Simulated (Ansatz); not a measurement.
Basis-set extrapolation for B₂H₅NSi (`B1NB[SiH2]1`) (PBE0-D4/def2-TZVP geometry, frozen core, Ansatz 0.2.0). Multiplicity 1, RHF reference.

```csv
,def2-TZVPP,def2-QZVPP
HF,-395.723513,-395.737174
MP2 correlation,-0.520968,-0.556717
CCSD(T) correlation,-0.588255,not run
```

Energies in hartree. Use E(X) = E(∞) + A·exp(−7.88·√X) for Hartree–Fock and E(X) = E(∞) + B·X^(−2.97) for correlation, with X = 3 and 4, and add CCSD(T) minus MP2 of the smaller set to the MP2 limit.

Question: What is the CCSD(T) energy at the basis-set limit?

Answer: HF limit: -395.737174 + (-0.013661) × 0.13774 = -395.73906. MP2 limit: -0.556717 + (-0.035749) × 0.74074 = -0.58320. Higher-order term: -0.588255 − (-0.520968) = -0.06729. Total: -396.38955 hartree, 204.2 kJ/mol below CCSD(T)/def2-TZVPP.
